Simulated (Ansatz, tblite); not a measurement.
Dissociation curve of SMILES [CH3][Mn](<-[C-]#[O+])(<-[C-]#[O+])(<-[C-]#[O+])(<-[C-]#[O+])<-[C-]#[O+]. The C2–O15 bond (C2 also carries Mn; O15 carries nothing else) is stretched with both fragments frozen at the PBE0/def2-SVP optimised geometry.

Levels: GFN2-xTB, 300 K electronic temperature (tblite); UKS-PBE0 = unrestricted PBE0/def2-SVP in Ansatz (an electronic-structure program).

Energies relative to the lowest point of each curve near equilibrium, in eV; the last columns give the difference from UKS-PBE0:

```json
[
 {"R / Å": "0.94", "GFN2-xTB": "3.558", "UKS-PBE0": "3.947", "GFN2-xTB − UKS-PBE0": "-0.389"},
 {"R / Å": "1.00", "GFN2-xTB": "1.471", "UKS-PBE0": "1.653", "GFN2-xTB − UKS-PBE0": "-0.181"},
 {"R / Å": "1.07", "GFN2-xTB": "0.301", "UKS-PBE0": "0.347", "GFN2-xTB − UKS-PBE0": "-0.046"},
 {"R / Å": "1.10", "GFN2-xTB": "0.089", "UKS-PBE0": "0.106", "GFN2-xTB − UKS-PBE0": "-0.017"},
 {"R / Å": "1.14", "GFN2-xTB": "0.000", "UKS-PBE0": "0.000", "GFN2-xTB − UKS-PBE0": "0.000"},
 {"R / Å": "1.17", "GFN2-xTB": "0.049", "UKS-PBE0": "0.050", "GFN2-xTB − UKS-PBE0": "-0.001"},
 {"R / Å": "1.23", "GFN2-xTB": "0.366", "UKS-PBE0": "0.395", "GFN2-xTB − UKS-PBE0": "-0.030"},
 {"R / Å": "1.29", "GFN2-xTB": "0.884", "UKS-PBE0": "0.967", "GFN2-xTB − UKS-PBE0": "-0.083"},
 {"R / Å": "1.39", "GFN2-xTB": "1.997", "UKS-PBE0": "2.191", "GFN2-xTB − UKS-PBE0": "-0.194"},
 {"R / Å": "1.52", "GFN2-xTB": "3.625", "UKS-PBE0": "3.951", "GFN2-xTB − UKS-PBE0": "-0.326"},
 {"R / Å": "1.66", "GFN2-xTB": "5.361", "UKS-PBE0": "5.769", "GFN2-xTB − UKS-PBE0": "-0.408"},
 {"R / Å": "1.85", "GFN2-xTB": "7.465", "UKS-PBE0": "7.876", "GFN2-xTB − UKS-PBE0": "-0.411"},
 {"R / Å": "2.10", "GFN2-xTB": "9.636", "UKS-PBE0": "9.602", "GFN2-xTB − UKS-PBE0": "0.034"},
 {"R / Å": "2.39", "GFN2-xTB": "11.258", "UKS-PBE0": "10.230", "GFN2-xTB − UKS-PBE0": "1.028"},
 {"R / Å": "2.79", "GFN2-xTB": "12.228", "UKS-PBE0": "10.488", "GFN2-xTB − UKS-PBE0": "1.740"},
 {"R / Å": "3.30", "GFN2-xTB": "—", "UKS-PBE0": "10.605", "GFN2-xTB − UKS-PBE0": "—"}
]
```

GFN2-xTB is furthest from UKS-PBE0 at 2.79 (1.740 eV, above); its mean absolute difference over the points is 0.326 eV.

Dashes: no converged value, or the column stops at the first point that the program doubted or that broke a chosen test of continuity, which isn't proof of a fault.

The unrestricted determinant behind UKS-PBE0 is spin-contaminated at 2.10 to 3.30 Å (<S²> up to 1.0, against 0.00 for a pure singlet).
